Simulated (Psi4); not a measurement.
H$_{7}$FGe$_{2}$OSi (SMILES O[Si](F)([GeH3])[GeH3]), singlet, geometry from GFN2-xTB, atoms displaced at random by about 0.03 Å a coordinate; PBE/STO-3G, gradient run with Psi4.

Here is a job for Psi4.
```
memory 2 GB

molecule mol {
0 1
  O    -0.226755    1.712878    1.276253
  Si   -0.001808    0.685893    0.073176
  F     0.373251    1.684326   -1.153691
  Ge    2.006898   -0.643975    0.390998
  Ge   -1.948807   -0.466317   -0.486028
  H    -0.344395    1.490698    2.167027
  H     2.635484   -0.388038    1.715018
  H     2.967172   -0.482614   -0.618543
  H     1.618678   -2.101560    0.453619
  H    -3.182134   -0.175049    0.441211
  H    -2.469462   -0.263093   -1.837950
  H    -1.806520   -2.001539   -0.334698
symmetry c1
no_reorient
no_com
}

set basis sto-3g
set reference rks

gradient('pbe')
print_variables()
```

Output, abridged:

```
gradient() will perform analytic gradient computation.

   => Loading Basis Set <=

    Name: STO-3G
    Role: ORBITAL
    Keyword: BASIS

         ---------------------------------------------------------
                                   SCF
               by Justin Turney, Rob Parrish, Andy Simmonett
                          and Daniel G. A. Smith
                              RKS Reference
         ---------------------------------------------------------

  ==> Geometry <==

    Molecular point group: c1
    Full point group: C1

    Geometry (in Angstrom), charge = 0, multiplicity = 1:

       Center              X                  Y                   Z               Mass
    ------------   -----------------  -----------------  -----------------  -----------------
         O           -0.226755000000     1.712878000000     1.276253000000    15.994914619570
         SI          -0.001808000000     0.685893000000     0.073176000000    27.976926534650
         F            0.373251000000     1.684326000000    -1.153691000000    18.998403162730
         GE           2.006898000000    -0.643975000000     0.390998000000    73.921177761000
         GE          -1.948807000000    -0.466317000000    -0.486028000000    73.921177761000
         H           -0.344395000000     1.490698000000     2.167027000000     1.007825032230
         H            2.635484000000    -0.388038000000     1.715018000000     1.007825032230
         H            2.967172000000    -0.482614000000    -0.618543000000     1.007825032230
         H            1.618678000000    -2.101560000000     0.453619000000     1.007825032230
         H           -3.182134000000    -0.175049000000     0.441211000000     1.007825032230
         H           -2.469462000000    -0.263093000000    -1.837950000000     1.007825032230
         H           -1.806520000000    -2.001539000000    -0.334698000000     1.007825032230

  Running in c1 symmetry.

  Rotational constants: A =      0.07133  B =      0.02363  C =      0.02058 [cm^-1]
  Rotational constants: A =   2138.39556  B =    708.49316  C =    616.95476 [MHz]
  Nuclear repulsion =  740.097018557904676

  Charge       = 0
  Multiplicity = 1
  Electrons    = 102
  Nalpha       = 51
  Nbeta        = 51

  ==> Algorithm <==

  SCF Algorithm Type is DF.
  DIIS enabled.
  MOM disabled.
  Fractional occupation disabled.
  Guess Type is SAD.
  Energy threshold   = 1.00e-08
  Density threshold  = 1.00e-08
  Integral threshold = 1.00e-12

  ==> Primary Basis <==

  Basis Set: STO-3G
    Blend: STO-3G
    Number of shells: 34
    Number of basis functions: 62
    Number of Cartesian functions: 64
    Spherical Harmonics?: true
    Max angular momentum: 2

  ==> DFT Potential <==

   => LibXC <=

    Version 7.1.2
    S. Lehtola, C. Steigemann, M. J. T. Oliveira, and M. A. L. Marques,  SoftwareX 7, 1–5 (2018) (10.1016/j.softx.2017.11.002)

   => Composite Functional: PBE <=

    PBE GGA Exchange-Correlation Functional

    J.P. Perdew et. al., Phys. Rev. Lett., 77(18), 3865-3868, 1996

    Deriv               =              1
    GGA                 =           TRUE
    Meta                =          FALSE

    Exchange Hybrid     =          FALSE
    MP2 Hybrid          =          FALSE

   => Exchange Functionals <=

    1.0000     XC_GGA_X_PBE

   => Correlation Functionals <=

    1.0000     XC_GGA_C_PBE

   => LibXC Density Thresholds  <==

    XC_GGA_C_PBE:  1.00E-12
    XC_GGA_X_PBE:  1.00E-15

   => Molecular Quadrature <=

    Radial Scheme          =       TREUTLER
    Pruning Scheme         =           NONE
    Nuclear Scheme         =       TREUTLER

    Blocking Scheme        =         OCTREE
    BS radius alpha        =              1
    Pruning alpha          =              1
    Radial Points          =             75
    Spherical Points       =            302
    Total Points           =         253998
    Total Blocks           =           1987
    Max Points             =            256
    Max Functions          =             53
    Weights Tolerance      =       1.00E-15

   => Loading Basis Set <=

    Name: (STO-3G AUX)
    Role: JKFIT
    Keyword: DF_BASIS_SCF

  ==> Integral Setup <==

  SCF_SUBTYPE=INCORE selected. In-core MEM_DF algorithm will be used.
  Using in-core AOs.

  ==> MemDFJK: Density-Fitted J/K Matrices <==

    J tasked:                   Yes
    K tasked:                    No
    wK tasked:                   No
    Algorithm:                 Core
    Schwarz Cutoff:           1E-12
    Mask sparsity (%):      16.5453
    Fitting Condition:        1E-10

   => Auxiliary Basis Set <=

  Basis Set: (STO-3G AUX)
    Blend: DEF2-UNIVERSAL-JKFIT
    Number of shells: 250
    Number of basis functions: 940
    Number of Cartesian functions: 1223
    Spherical Harmonics?: true
    Max angular momentum: 5

  Minimum eigenvalue in the overlap matrix is 2.5522534812E-01.
  Reciprocal condition number of the overlap matrix is 1.2828860685E-01.
    Using symmetric orthogonalization.

  ==> Pre-Iterations <==

  SCF Guess: Superposition of Atomic Densities via on-the-fly atomic UHF (no occupation information).

   -------------------------
    Irrep   Nso     Nmo
   -------------------------
     A         62      62
   -------------------------
    Total      62      62
   -------------------------

  ==> Iterations <==

                           Total Energy        Delta E     RMS |[F,P]|

   @DF-RKS iter SAD: -4563.50452478795523   -4.56350e+03   0.00000e+00
   @DF-RKS iter   1: -4566.97048124841967   -3.46596e+00   1.62216e-02 DIIS/ADIIS
   @DF-RKS iter   2: -4493.37257535271874    7.35979e+01   1.85388e-01 ADIIS
   @DF-RKS iter   3: -4563.14681783824017   -6.97742e+01   5.72507e-02 DIIS/ADIIS
   @DF-RKS iter   4: -4567.81941251638636   -4.67259e+00   7.24966e-03 DIIS/ADIIS
   @DF-RKS iter   5: -4567.88500238665438   -6.55899e-02   5.69514e-03 DIIS/ADIIS
   @DF-RKS iter   6: -4567.96868784478829   -8.36855e-02   8.43056e-04 DIIS/ADIIS
[...]
  @DF-RKS Final Energy: -4567.97096480412620
    Total Energy =                      -4567.9709648041261971
[...]

Properties will be evaluated at   0.000000,   0.000000,   0.000000 [a0]

Properties computed using the SCF density matrix

 Multipole Moments:

 ------------------------------------------------------------------------------------
     Multipole            Electronic (a.u.)      Nuclear  (a.u.)        Total (a.u.)
 ------------------------------------------------------------------------------------

 L = 1.  Multiply by 2.5417464519 to convert [e a0] to [Debye]
 Dipole X            :         -5.4178127            5.2867772           -0.1310356
 Dipole Y            :          1.7588282           -1.8634192           -0.1045910
 Dipole Z            :          0.9443674           -0.3855174            0.5588501
 Magnitude           :                                                    0.5834578

 ------------------------------------------------------------------------------------

         ------------------------------------------------------------
                                   SCF GRAD
                          Rob Parrish, Justin Turney,
                       Andy Simmonett, and Alex Sokolov
         ------------------------------------------------------------

  ==> Geometry <==

    Molecular point group: c1
    Full point group: C1

    Geometry (in Angstrom), charge = 0, multiplicity = 1:

       Center              X                  Y                   Z               Mass
    ------------   -----------------  -----------------  -----------------  -----------------
         O           -0.226755000000     1.712878000000     1.276253000000    15.994914619570
         SI          -0.001808000000     0.685893000000     0.073176000000    27.976926534650
         F            0.373251000000     1.684326000000    -1.153691000000    18.998403162730
         GE           2.006898000000    -0.643975000000     0.390998000000    73.921177761000
         GE          -1.948807000000    -0.466317000000    -0.486028000000    73.921177761000
         H           -0.344395000000     1.490698000000     2.167027000000     1.007825032230
         H            2.635484000000    -0.388038000000     1.715018000000     1.007825032230
         H            2.967172000000    -0.482614000000    -0.618543000000     1.007825032230
         H            1.618678000000    -2.101560000000     0.453619000000     1.007825032230
         H           -3.182134000000    -0.175049000000     0.441211000000     1.007825032230
         H           -2.469462000000    -0.263093000000    -1.837950000000     1.007825032230
         H           -1.806520000000    -2.001539000000    -0.334698000000     1.007825032230

  Nuclear repulsion =  740.097018557904676

  ==> Basis Set <==

  Basis Set: STO-3G
    Blend: STO-3G
    Number of shells: 34
    Number of basis functions: 62
    Number of Cartesian functions: 64
    Spherical Harmonics?: true
    Max angular momentum: 2

  ==> DFJKGrad: Density-Fitted SCF Gradients <==

    Gradient:                    1
    J tasked:                  Yes
    K tasked:                   No
    wK tasked:                  No
    Integrals threads:           1
    Schwarz Cutoff:          1E-12
    Fitting Condition:       1E-10

   => Auxiliary Basis Set <=

  Basis Set: (STO-3G AUX)
    Blend: DEF2-UNIVERSAL-JKFIT
    Number of shells: 250
    Number of basis functions: 940
    Number of Cartesian functions: 1223
    Spherical Harmonics?: true
    Max angular momentum: 5

  ==> DFT Potential <==

   => LibXC <=

    Version 7.1.2
    S. Lehtola, C. Steigemann, M. J. T. Oliveira, and M. A. L. Marques,  SoftwareX 7, 1–5 (2018) (10.1016/j.softx.2017.11.002)

   => Composite Functional: PBE <=

    PBE GGA Exchange-Correlation Functional

    J.P. Perdew et. al., Phys. Rev. Lett., 77(18), 3865-3868, 1996

    Deriv               =              1
    GGA                 =           TRUE
    Meta                =          FALSE

    Exchange Hybrid     =          FALSE
    MP2 Hybrid          =          FALSE

   => Exchange Functionals <=

    1.0000     XC_GGA_X_PBE

   => Correlation Functionals <=

    1.0000     XC_GGA_C_PBE

   => LibXC Density Thresholds  <==

    XC_GGA_C_PBE:  1.00E-12
    XC_GGA_X_PBE:  1.00E-15

   => Molecular Quadrature <=

    Radial Scheme          =       TREUTLER
    Pruning Scheme         =           NONE
    Nuclear Scheme         =       TREUTLER

    Blocking Scheme        =         OCTREE
    BS radius alpha        =              1
    Pruning alpha          =              1
    Radial Points          =             75
    Spherical Points       =            302
    Total Points           =         253998
    Total Blocks           =           1987
    Max Points             =            256
    Max Functions          =             53
    Weights Tolerance      =       1.00E-15

  -Total Gradient:
     Atom            X                  Y                   Z
    ------   -----------------  -----------------  -----------------
       1       -0.005096787013    -0.081542385889     0.063664284154
       2       -0.020015107378     0.062594596226     0.022320299788
       3       -0.001079882030    -0.015606585589     0.014274529413
       4        0.008798250912     0.022923119961    -0.021006983577
       5        0.041837045849     0.034997442265    -0.008881932932
       6        0.013023447291     0.038477525389    -0.100332963415
       7        0.013443862097     0.004607912099     0.029427121103
       8        0.008543995229     0.001701076763    -0.009439040934
       9       -0.010829843299    -0.034330421891     0.002345990100
      10       -0.040268596208     0.007250920101     0.028453613574
      11       -0.011232166366     0.003738962210    -0.026356144327
      12        0.003054519648    -0.044881459006     0.005145348534

  Variable Map:
  ----------------------------------------------------------------------------
[...]
  Array Variable Map:
  ----------------------------------------------------------------------------
[...]
[...]
```
